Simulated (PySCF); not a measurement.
# Diatomics of Li with the fourth-period p block

HF with double-zeta basis sets in PySCF, for the lowest determinant that a PBE0 search found; no spin–orbit coupling. De refers to high-spin ground-configuration atoms. A positive dipole means M(−)Li(+).

```
 M               basis  reference  state (unpaired electrons)  Re (Å)  ωe (cm⁻¹)  De (eV)  μ (D)
Ge  cc-pVDZ/cc-pVDZ-PP        UHF         quartet (σ ↑, π ↑↑)   2.439        400     1.17   6.38
As  cc-pVDZ/cc-pVDZ-PP        UHF              triplet (π ↑↑)   2.459        430     0.55   6.94
Se            def2-SVP        UHF               doublet (π ↑)   2.299        516     1.87   7.48
Br  cc-pVDZ/cc-pVDZ-PP        RHF      singlet (closed shell)   2.227        548     3.20   7.60
```

Problem. By what factor does the bond length vary along the series?

Solution. At HF it runs from 2.227 Å (LiBr) to 2.459 Å (LiAs), a factor of 1.10.

The rows differ in basis set, which adds steps of its own.

The state changes along the series, so neighbouring rows are not always alike in their bonding.

Where the molecule has an RHF reference, its open-shell atoms are computed with UHF. Hartree–Fock leaves out correlation, which carries a large part of most bond energies and some tenths to 1 eV of ionisation energies. States were picked by a PBE0 search and need not be the measured ground states.
